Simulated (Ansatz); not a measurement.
Consider the isomerisation: `C#COC(N)[SiH3]` → `CO[SiH](C)C#N`.

Gas-phase electronic energies from Ansatz, PBE0-D4/def2-TZVP geometries. CCSD(T)/CBS is the MP2 limit (def2-TZVPP, def2-QZVPP) plus CCSD(T) − MP2 in def2-TZVPP, frozen cores. Functionals use def2-TZVPP. B3LYP here is the variant with VWN-RPA as its local correlation; programs differ in this. HSE06 is defined as in plane-wave codes. Each species was taken in one conformer, which may not be the lowest.

```csv
level,ΔE (kcal/mol),difference from CCSD(T)/CBS
LDA (SPW92),-81.7,17.6
revPBE-D4,-90.4,8.9
BLYP-D4,-92.9,6.4
r2SCAN-D4,-95.5,3.8
B97M-V,-98.5,0.8
PBE0-D4,-92.9,6.4
B3LYP-D4,-95.3,4.0
r2SCANh-D4,-96.0,3.3
r2SCAN0-D4,-96.8,2.5
HSE06-D4,-92.8,6.5
BHLYP-D4,-99.2,0.1
CAM-B3LYP-D4,-96.1,3.2
ωB97X-V,-97.0,2.3
B2PLYP,-99.0,0.3
PBE-QIDH,-98.1,1.2
PBE,-89.7,9.6
revPBE,-92.0,7.3
PBE0,-93.1,6.2
B3LYP,-95.8,3.5
r2SCANh,-96.1,3.2
r2SCAN0,-96.8,2.5
HSE06,-93.0,6.3
BHLYP,-99.4,-0.1
CAM-B3LYP,-96.4,2.9
LC-ωPBE,-96.3,3.0
RPA@PBE/def2-TZVPP,-100.8,-1.5
HF/def2-SVP,-99.0,0.3
MP2/def2-SVP,-97.5,1.8
CCSD/def2-SVP,-96.0,3.3
CCSD(T)/def2-SVP,-94.9,4.4
MP2/def2-TZVPP,-102.2,-2.9
SCS-MP2/def2-TZVPP,-103.4,-4.1
CCSD/def2-TZVPP,-101.6,-2.3
CCSD(T)/def2-TZVPP,-100.3,-1.0
HF/def2-QZVPP,-105.6,-6.3
MP2/def2-QZVPP,-101.7,-2.4
SCS-MP2/def2-QZVPP,-103.0,-3.7
HF/CBS(def2),-105.6,-6.3
MP2/CBS(def2),-101.2,-1.9
CCSD/CBS(def2),-100.6,-1.3
CCSD(T)/CBS,-99.3,0
```

Largest T1 diagnostic among the species: 0.013.

Leaving LDA and LC-ωPBE aside and taking each functional with its dispersion term where it has one, the values, not all of them listed here, spread over 9.9 kcal/mol, from BHLYP-D4 to PBE-D4. LDA lies +8.0 kcal/mol from PBE without D4. From PBE to PBE0 (25 % exact exchange), in def2-TZVPP and without D4, ΔE moves by −3.4 kcal/mol.

CCSD(T)/CBS has its own doubt, a few kJ/mol and more with outer-core shells, so smaller differences from it don't rank the levels.
